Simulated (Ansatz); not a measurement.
`F[Si](F)([SiH3])[SiH3]` + H₂ → `F[SiH](F)[SiH3]` + SiH₄ at 700 K and 1 bar (hydrogenolysis of the Si–Si bond).

Computed with Ansatz on PBE0-D4/def2-TZVP structures; ΔE is electronic, products minus reactants. CCSD(T)/CBS adds triple-zeta CCSD(T) − MP2 to the extrapolated MP2 energy (def2 sets, frozen cores). This one scheme is used for every species.

```json
{"species": "`F[Si](F)([SiH3])[SiH3]`", "CCSD(T)/CBS energy (Eh)": "-1070.54606", "H − E (kJ/mol)": "243.1", "S (J/(mol·K))": "535.8"}
{"species": "H₂", "CCSD(T)/CBS energy (Eh)": "-1.17544", "H − E (kJ/mol)": "46.8", "S (J/(mol·K))": "155.3"}
{"species": "`F[SiH](F)[SiH3]`", "CCSD(T)/CBS energy (Eh)": "-780.26920", "H − E (kJ/mol)": "171.8", "S (J/(mol·K))": "433.7"}
{"species": "SiH₄", "CCSD(T)/CBS energy (Eh)": "-291.46306", "H − E (kJ/mol)": "115.5", "S (J/(mol·K))": "252.9"}
```

H − E and S are ideal-gas, rigid-rotor, harmonic terms from PBE0-D4/def2-TZVP. For small species the MP2-based limit differs from directly extrapolated CCSD(T) by up to some mEh (0.8 for H₂); such offsets cancel only in part. 1 Eh = 2625.50 kJ/mol, R = 8.31446 J/(mol·K).

Q: By hand: ΔE, ΔH, ΔS and ΔG.

A: ΔE = (-780.26920) + (-291.46306) − (-1070.54606) − (-1.17544) = -0.01076 Eh = -28.3 kJ/mol. Δ(H − E) = 171.8 + 115.5 − 243.1 − 46.8 = -2.6, so ΔH = -30.9 kJ/mol. ΔS = 433.7 + 252.9 − 535.8 − 155.3 = -4.5 J/(mol·K). ΔG = -30.9 − 700 × (-4.5)/1000 = -27.8 kJ/mol.

Q: By hand: the equilibrium constant, and the temperature at which ΔG would vanish if ΔH and ΔS stayed fixed.

A: log₁₀ K = −ΔG/(RT ln 10) = 2.1. ΔG = 0 at ΔH/ΔS = 6867 K, far beyond where these terms or the molecules hold.

The number of gas molecules stays the same, so ΔS is small and ΔH decides. A doubt of 5 kJ/mol in ΔE shifts log₁₀ K by 0.4 here. These are equilibria of isolated gas molecules and say nothing of rates. Largest T1 diagnostic: 0.013 (customary marks: 0.02 for closed shells, 0.045 for open ones).
